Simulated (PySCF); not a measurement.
# Property card for `FCC(F)(F)C(F)(F)F`

C3H2F6.
Z-matrix (Å and degrees, GFN2-xTB geometry), rows numbered from 1:
```
F 
C   1  1.3570
C   2  1.5333  1  110.50
F   3  1.3535  2  108.66  1   167.39
F   3  1.3489  2  111.64  1   -75.73
C   3  1.5563  2  113.37  1    47.23
F   6  1.3263  3  111.70  2   -74.37
F   6  1.3356  3  110.19  2    45.76
F   6  1.3291  3  111.11  2   164.92
H   2  1.0956  1  108.35  3   119.60
H   2  1.0953  1  108.43  3  -119.53
```

Some functional groups and rings: CF3 group and C–F bond.

From GFN2-xTB geometry:

```yaml
Point_group_of_the_GFN2-xTB_geometry: C1
Rotational_constants_A_B_C_of_the_GFN2-xTB_geometry: 1.988, 1.599, 1.304 GHz
```

**CAM-B3LYP/def2-SVPD ground state and vertical TDDFT (core frozen in the response) (PySCF)**

```yaml
Dipole_moment: 2.18 D
HOMO_energy: -11.95 eV
LUMO_energy: 1.12 eV
HOMO–LUMO_gap: 13.07 eV
Lowest_singlet_excitation: 9.36 eV (132 nm, f = 0.010)
Strongest_line_among_the_8_lowest_singlet_transitions: S6 at 11.03 eV (112 nm, f = 0.062)
Lowest_triplet_excitation_Tamm–Dancoff: 8.85 eV
Static_isotropic_polarisability: 42.8 au
Electronic_spatial_extent_⟨r²⟩_about_the_centre_of_nuclear_charge: 947 bohr²
```

Monoisotopic mass from the formula: 152.0061 u.

With B = h/(8π²I), that is 505.379 GHz u Å² over I, the principal moments of inertia are 254.3, 316.1 and 387.6 u Å² (most abundant isotopes). No computed singlet falls in the visible range (750 to 380 nm, 1.65 to 3.26 eV); S1 lies 6.10 eV above its blue end. The 8 singlets span 9.36 to 11.32 eV, and their oscillator strengths add up to 0.20. The rotational constants make it an asymmetric top with κ = (2B − A − C)/(A − C) = -0.14, nearer the prolate limit (−1). The vertical singlet–triplet gap S1 − T1 is 0.51 eV (TDDFT singlet less Tamm–Dancoff triplet; S1: HOMO→LUMO+1, weight 0.51, beside HOMO→LUMO, weight 0.35; T1: HOMO→LUMO+1, weight 0.53, beside HOMO→LUMO, weight 0.28).

Geometry: GFN2-xTB, one conformer, isolated molecule.
